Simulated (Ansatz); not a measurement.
A nudged elastic band was laid between two geometries of Cl₂H₃OScSi (8 atoms, charge 0, multiplicity 1).

Theory: RKS PBE0-D4/def2-SVP in Ansatz.

```yaml
movable_images: 5
climbing_image: yes
spring: 5.0 eV/Å²
optimiser: quadratic models (default)
start_path: through a guess of the saddle point
force_threshold: 0.05 eV/Å
iteration_limit: 60
end_points: relaxed
```

Image 0:

```xyz
8
Properties=species:S:1:pos:R:3
Si 0.434 -0.737 1.363
O 0.000 0.044 -0.045
Sc -0.506 0.875 -1.604
Cl -2.127 -0.101 -2.884
Cl 0.511 2.838 -2.185
H -0.710 -0.704 2.322
H 0.784 -2.156 1.058
H 1.613 -0.059 1.976
```

Image 6:

```xyz
8
Properties=species:S:1:pos:R:3
Si 0.123 -0.948 1.590
O 1.246 -0.324 0.234
Sc -0.404 0.359 -0.735
Cl -1.265 -0.723 -2.543
Cl -0.205 2.621 -0.858
H -0.773 0.366 1.361
H -0.720 -1.561 0.425
H 1.997 0.208 0.525
```

**Question.** Which bonds break or form, and what moves?

**Answer.** Bonds broken: Si1–H8. Bonds formed: O2–H8, Sc3–H6, Sc3–H7.

**Question.** What energy profile does the band end with?

**Answer.** The run converged. The highest image is number 4 of 0 to 6, 307.7 kJ/mol above the first end and 175.8 kJ/mol above the last; the last end lies 132.0 kJ/mol above the first. Neighbouring images differ by up to 2.8 eV, so the band resolves the path poorly. A vibrational analysis at the climbing image gives one clearly imaginary mode, 1640i cm⁻¹: a first-order saddle point. The orbitals stay closed-shell, which can raise the energy where a bond breaks towards radicals; this wasn't checked here.

| image | path coordinate (Å) | energy (kJ/mol) | Si1–H8 (Å) | O2–H8 (Å) | Sc3–H6 (Å) |
| --- | --- | --- | --- | --- | --- |
| 0 | 0.00 | 0.0 | 1.49 | 2.59 | 4.24 |
| 1 | 1.11 | 0.8 | 1.49 | 2.59 | 4.10 |
| 2 | 2.23 | 11.8 | 1.49 | 2.59 | 3.52 |
| 3 | 3.34 | 34.3 | 1.47 | 2.47 | 2.36 |
| 4 | 4.46 | 307.7 | 1.58 | 1.34 | 2.22 |
| 5 | 5.34 | 148.9 | 2.31 | 0.96 | 2.03 |
| 6 | 6.23 | 132.0 | 2.45 | 0.97 | 2.13 |

**Question.** What is the geometry of the highest image?

**Answer.** 
```xyz
8
Properties=species:S:1:pos:R:3
Si 0.350 -0.775 1.344
O 1.196 -0.193 -0.159
Sc -0.294 0.679 -0.995
Cl -1.602 -0.669 -2.288
Cl -0.272 2.954 -1.152
H -0.861 0.181 1.096
H -0.243 -2.131 1.094
H 1.725 -0.047 1.061
```

Time of the run: 2.7 min on 2 threads of AMD EPYC 9R45 96-Core Processor (Zen 5), with other jobs on the host, peak memory 0.34 GiB.
